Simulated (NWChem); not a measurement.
System: CH₈OSi₂; SMILES [SiH3]CO[SiH3]

Here is an NWChem input.

```
start job
memory heap 200 mb stack 900 mb global 1100 mb
geometry units angstroms noautoz
  Si     0.154757    -2.206762    -0.292898
  C     -0.271970    -0.538760     0.509081
  O      0.262549     0.497399    -0.286829
  Si     0.093935     2.113938     0.090359
  H     -0.409641    -3.309373     0.547053
  H     -0.434946    -2.280049    -1.661990
  H      1.636082    -2.365584    -0.382400
  H     -1.372718    -0.450527     0.608592
  H      0.134772    -0.512549     1.540182
  H      0.709759     2.413335     1.421750
  H      0.788210     2.873646    -0.982577
  H     -1.352666     2.495719     0.145848
end
basis spherical
  * library 6-31g*
end
dft
  xc xpbe96 cpbe96
  iterations 150
end
tddft
  cis
  nroots 6
  notriplet
end
task tddft energy
```

Output (shortened):

```
             Northwest Computational Chemistry Package (NWChem) 7.3.0
             --------------------------------------------------------

 CS  symmetry detected

                             Geometry "geometry" -> ""
                             -------------------------

 Output coordinates in angstroms (scale by  1.889725989 to convert to a.u.)

  No.       Tag          Charge          X              Y              Z
 ---- ---------------- ---------- -------------- -------------- --------------
    1 Si                  14.0000     0.14689946    -2.18706630     0.00000000
    2 C                    6.0000    -0.65786629    -0.46664524     0.00000000
    3 O                    8.0000     0.36067385     0.51079244     0.00000000
    4 Si                  14.0000     0.04896583     2.14991914     0.00000000
    5 H                    1.0000    -0.92870642    -3.22768415     0.00000000
    6 H                    1.0000     0.99314486    -2.35427555    -1.21797192
    7 H                    1.0000     0.99314486    -2.35427555     1.21797192
    8 H                    1.0000    -1.31654368    -0.36968957    -0.88659916
    9 H                    1.0000    -1.31654368    -0.36968957     0.88659916
   10 H                    1.0000    -0.73738783     2.53857686     1.21329144
   11 H                    1.0000     1.36997266     2.83205285     0.00000000
   12 H                    1.0000    -0.73738783     2.53857686    -1.21329144

 Effective nuclear repulsion energy (a.u.)     217.6083392995

      Symmetry information
      --------------------

 Group name             Cs
 Group number              2
 Group order               2
 No. of unique centers     9

  pbe96 is a nonlocal functional; adding pw91lda local functional.

                                 NWChem DFT Module
                                 -----------------

 Summary of "ao basis" -> "ao basis" (spherical)
 ------------------------------------------------------------------------------
       Tag                 Description            Shells   Functions and Types
 ---------------- ------------------------------  ------  ---------------------
 Si                          6-31g*                  8       18   4s3p1d
 C                           6-31g*                  6       14   3s2p1d
 O                           6-31g*                  6       14   3s2p1d
 H                           6-31g*                  2        2   2s

      Symmetry analysis of basis
      --------------------------

        a'         56
        a"         24

            General Information
            -------------------
          SCF calculation type: DFT
          Wavefunction type:  closed shell.
          No. of atoms     :    12
          No. of electrons :    50
           Alpha electrons :    25
            Beta electrons :    25
          Charge           :     0
          Spin multiplicity:     1
          Use of symmetry is: off; symmetry adaption is: on
          Maximum number of iterations: 150
          AO basis - number of functions:    80
                     number of shells:    44
          Convergence on energy requested:  1.00D-06
          Convergence on density requested:  1.00D-05
          Convergence on gradient requested:  5.00D-04

              XC Information
              --------------
          PerdewBurkeErnzerhof Exchange Functional  1.000
            Perdew 1991 LDA Correlation Functional  1.000 local
           PerdewBurkeErnz. Correlation Functional  1.000 non-local

             Grid Information
             ----------------
          Grid used for XC integration:  medium
          Radial quadrature: Mura-Knowles
          Angular quadrature: Lebedev.
          Tag              B.-S. Rad. Rad. Pts. Rad. Cut. Ang. Pts.
          ---              ---------- --------- --------- ---------
          Si                  1.10       88          13.0       590
          C                   0.70       49          10.0       434
          O                   0.60       49          10.0       434
          H                   0.35       45          14.0       434
          Grid pruning is: on
          Number of quadrature shells:   634
          Spatial weights used:  Erf1

      Superposition of Atomic Density Guess
      -------------------------------------

 Sum of atomic energies:        -694.03508174

      Non-variational initial energy
      ------------------------------

 Total energy =    -695.625525
 1-e energy   =   -1391.696510
 2-e energy   =     478.462646
 HOMO         =      -0.328276
 LUMO         =       0.037373

[...]

                                NWChem TDDFT Module
                                -------------------

            General Information
            -------------------
           No. of orbitals :     160
            Alpha orbitals :      80
             Beta orbitals :      80
        Alpha frozen cores :       0
         Beta frozen cores :       0
     Alpha frozen virtuals :       0
      Beta frozen virtuals :       0
         Spin multiplicity :       1
    Number of AO functions :      80
        Use of symmetry is : off
      Symmetry adaption is : on
         Schwarz screening :  0.10D-07

              XC Information
              --------------
   PerdewBurkeErnzerhof Exchange Functional   1.00
     Perdew 1991 LDA Correlation Functional   1.00 local
    PerdewBurkeErnz. Correlation Functional   1.00 non-local

             TDDFT Information
             -----------------
          Calculation type : Tamm-Dancoff TDDFT
         Wavefunction type : Restricted singlets
          No. of electrons :      50
           Alpha electrons :      25
            Beta electrons :      25
              No. of roots :       6
          Max subspacesize :    5200
            Max iterations :     100
               Target root :       1
           Target symmetry : none
      Symmetry restriction : off
                 Algorithm : Optimal
        Davidson threshold :  0.10D-03

    6 smallest eigenvalue differences (eV)
--------------------------------------------------------
  No. Spin  Occ  Vir  Irrep   E(Occ)    E(Vir)   E(Diff)
--------------------------------------------------------
    1    1   25   26 a"       -0.238    -0.017     6.022
    2    1   24   26 a'       -0.243    -0.017     6.164
    3    1   25   27 a"       -0.238     0.011     6.777
    4    1   24   27 a'       -0.243     0.011     6.919
    5    1   23   26 a"       -0.298    -0.017     7.652
    6    1   22   26 a'       -0.300    -0.017     7.700
--------------------------------------------------------

  Entering Davidson iterations
  Restricted singlet excited states

  Iter   NTrls   NConv    DeltaV     DeltaE      Time
  ----  ------  ------  ---------  ---------  ---------
    1      6       0     0.81E-01   0.10+100        7.7
    2     12       0     0.34E-01   0.98E-02        7.7
    3     18       0     0.86E-02   0.14E-02        7.4
    4     24       2     0.74E-02   0.44E-04        7.7
    5     28       3     0.76E-02   0.46E-05        6.2
    6     31       5     0.79E-02   0.60E-05        5.5
    7     32       5     0.78E-02   0.32E-04        3.9
    8     33       5     0.42E-02   0.84E-04        3.8
    9     34       5     0.11E-02   0.30E-04        4.0
   10     35       5     0.13E-03   0.21E-05        4.7
   11     36       6     0.36E-04   0.31E-07        4.6
  ----  ------  ------  ---------  ---------  ---------
  Convergence criterion met

  Ground state a'       -696.625815150688 a.u.

  ----------------------------------------------------------------------------
  Root   1 singlet a"             0.225991823 a.u.                6.1496 eV
  ----------------------------------------------------------------------------
     Transition Moments    X -0.00000   Y -0.00000   Z -0.03699
     Dipole Oscillator Strength                    0.0002061327
     Electric Quadrupole                           0.0000000411
     Magnetic Dipole                               0.0000002161
     Total Oscillator Strength                     0.0002063899

     Occ.   25  a"  ---  Virt.   26  a'      -0.99755
  ----------------------------------------------------------------------------
  Root   2 singlet a'             0.232237055 a.u.                6.3195 eV
  ----------------------------------------------------------------------------
     Transition Moments    X -0.05925   Y -0.36907   Z  0.00000
     Dipole Oscillator Strength                    0.0216322855
     Electric Quadrupole                           0.0000002607
     Magnetic Dipole                               0.0000002517
     Total Oscillator Strength                     0.0216327979

     Occ.   24  a'  ---  Virt.   26  a'       0.99425
     Occ.   25  a"  ---  Virt.   31  a"      -0.06493
  ----------------------------------------------------------------------------
  Root   3 singlet a"             0.250471755 a.u.                6.8157 eV
  ----------------------------------------------------------------------------
     Transition Moments    X  0.00000   Y  0.00000   Z  0.11361
     Dipole Oscillator Strength                    0.0021551149
     Electric Quadrupole                           0.0000000411
     Magnetic Dipole                               0.0000000405
     Total Oscillator Strength                     0.0021551966

     Occ.   25  a"  ---  Virt.   27  a'      -0.99775
  ----------------------------------------------------------------------------
  Root   4 singlet a'             0.264794374 a.u.                7.2054 eV
  ----------------------------------------------------------------------------
     Transition Moments    X  0.36214   Y -0.64991   Z  0.00000
     Dipole Oscillator Strength                    0.0977141756
     Electric Quadrupole                           0.0000007037
     Magnetic Dipole                               0.0000005495
     Total Oscillator Strength                     0.0977154288

[...]
```

Level: PBE/6-31G* (spherical d), TDA. The geometry was optimised at PBE0/def2-SVP.
